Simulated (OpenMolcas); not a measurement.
Ta4+ (d1) among equal point charges was computed by CASSCF with the d shell active (OpenMolcas, ANO-RCC-VDZP on the metal). Its lowest spin-free states, and all those of the highest spin:

```json
{"2S+1": "2", "Degeneracy": "2", "E (cm-1)": "0.0"}
{"2S+1": "2", "Degeneracy": "3", "E (cm-1)": "8226"}
```

Question: Is the site octahedral, tetrahedral or cube-like, axial, or of lower symmetry?

Answer: The states with 2S+1 = 2 have orbital degeneracies 2, 3. Threefold states need a cubic site. For d1 at this spin an octahedron puts the threefold T2 below the twofold E and a tetrahedron or cube puts the twofold E below the threefold T2, so the site is a tetrahedron or a cube, which this pattern cannot tell apart. The first gap at this spin, 8230 cm-1, is |10Dq| in ligand-field theory. The run had Ta4+ among 8 point charges of -1.2 e arranged as a cube (Oh), 2.16 Å from the ion.

An orbital doublet at a regular site is open to a Jahn-Teller distortion, which this geometry leaves out. Point charges carry no covalency, so the field is a model and not that of real ligands. No measured value stands beside these numbers.
